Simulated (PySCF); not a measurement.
Work out the structure from these simulated measurements.

Formula: C6H7NO.

| Quantity | Value |
| --- | --- |
| 1H NMR | chemical shifts (computed TMS as zero) by class: 8.87 (1 H), 7.97 (1 H), 7.37 (1 H), 7.34 (1 H), 5.22 (2 H), 4.38 (1 H) ppm [GIAO PBE0/pcSseg-1] |
| Dipole | 3.89 D [PBE0/def2-SVPD] |
| Couplings | largest of the computed one-bond spin–spin couplings (means over like bonds): 13C–1H +183.0, 13C–1H +169.6, 13C–1H +166.8, 13C–1H +166.1, 13C–1H +148.0 (×2), 17O–1H -75.9, 13C–13C +62.2, 13C–13C +61.4 Hz [B3LYP/pcJ-1, spin–dipole term left out] |
| UV, first state | lowest singlet excitation: 5.25 eV (236 nm, f = 0.003) [TDDFT PBE0/def2-SVPD] |
| Rotational structure | rotational constants A, B, C: 5.107, 1.599, 1.227 GHz [GFN2-xTB] |
| 13C NMR | chemical shifts (computed TMS as zero) by class: 166.4 (1 C), 154.0 (1 C), 142.5 (1 C), 126.5 (1 C), 125.6 (1 C), 67.0 (1 C) ppm [GIAO PBE0/pcSseg-1] |

The electronic properties come from PySCF, for the isolated species, density fitting. Levels stand in brackets. Isolated species at its GFN2-xTB geometry (one conformer only). NMR classes are plain means over equivalent atoms (diastereotopic ones count apart unless rotation or inversion swaps them), as if these changed places fast.

Problem. Propose a structure and show how it fits.

Solution. Numbering: `[OH:1][CH2:2][c:3]1[cH:4][cH:5][cH:6][cH:7][n:8]1`. Its formula, C6H7NO, gives 4 degrees of unsaturation: 1 ring and 3 π bonds in the structure found (Kekulé form). 6 carbons fall into 6 classes; from least to most shielded: substituted aromatic carbon [C3] (166.4 ppm), aromatic CH next to a ring nitrogen [C7] (154.0 ppm), aromatic CH carbon [C5] (142.5 ppm), aromatic CH carbon [C6] (126.5 ppm), aromatic CH carbon [C4] (125.6 ppm), carbinol carbon (C–OH) [C2] (67.0 ppm). Hydrogen classes from least to most shielded: 1 H on an aromatic CH next to a ring nitrogen, C7 (8.87 ppm), 1 H on an aromatic CH carbon, C5 (7.97 ppm), 1 H on an aromatic CH carbon, C6 (7.37 ppm), 1 H on an aromatic CH carbon, C4 (7.34 ppm), 2 H on a carbinol carbon (C–OH), C2 (5.22 ppm), 1 H on an alcohol oxygen, O1 (4.38 ppm). The couplings run between: +183.0 Hz, aromatic CH next to a ring nitrogen [C7] and its hydrogen; +169.6 Hz, aromatic CH carbon [C6] and its hydrogen; +166.8 Hz, aromatic CH carbon [C4] and its hydrogen; +166.1 Hz, aromatic CH carbon [C5] and its hydrogen; +148.0 Hz, carbinol carbon (C–OH) [C2] and its hydrogen (with 1 like pair); -75.9 Hz, alcohol oxygen [O1] and its hydrogen; +62.2 Hz, substituted aromatic carbon [C3] and aromatic CH carbon [C4]; +61.4 Hz, aromatic CH carbon [C6] and aromatic CH next to a ring nitrogen [C7]. S1 is mainly HOMO−1→LUMO (weight 0.99); the largest Löwdin shares of the orbital it empties are 0.55 on the pyridine-type nitrogen, 0.10 on the aromatic CH next to a ring nitrogen, 0.09 on the substituted aromatic carbon and 0.05 on an aromatic CH carbon, of the orbital it fills 0.24 on an aromatic CH carbon, 0.20 on the pyridine-type nitrogen, 0.15 on the aromatic CH next to a ring nitrogen and 0.15 on an aromatic CH carbon. The optimised geometry has point group Cs and is an asymmetric top. Structure: 2-pyridinemethanol, `OCc1ccccn1`. Computed isomers that give other values at the same levels: `COc1ccccn1` (13C chemical shifts (computed TMS as zero) by class: 171.7 (1 C), 154.0 (1 C), 144.0 (1 C), 120.1 (1 C), 115.5 (1 C), 55.8 (1 C) ppm); `C#CC1(C(N)=O)CC1` (13C chemical shifts (computed TMS as zero) by class: 171.9 (1 C), 91.5 (1 C), 75.7 (1 C), 22.2 (2 C), 15.9 (1 C) ppm); `C=C=C=CCC(N)=O` (13C chemical shifts (computed TMS as zero) by class: 182.8 (1 C), 178.1 (1 C), 169.3 (1 C), 120.7 (1 C), 99.7 (1 C), 46.9 (1 C) ppm). The assignments are read from this structure; whether some other isomer fits the data as well wasn't checked.

The values belong to the conformer `[OH:1][CH2:2][c:3]1[cH:4][cH:5][cH:6][cH:7][n:8]1`: O1–C2–C3–C4 180°, H–O1–C2–C3 0°.
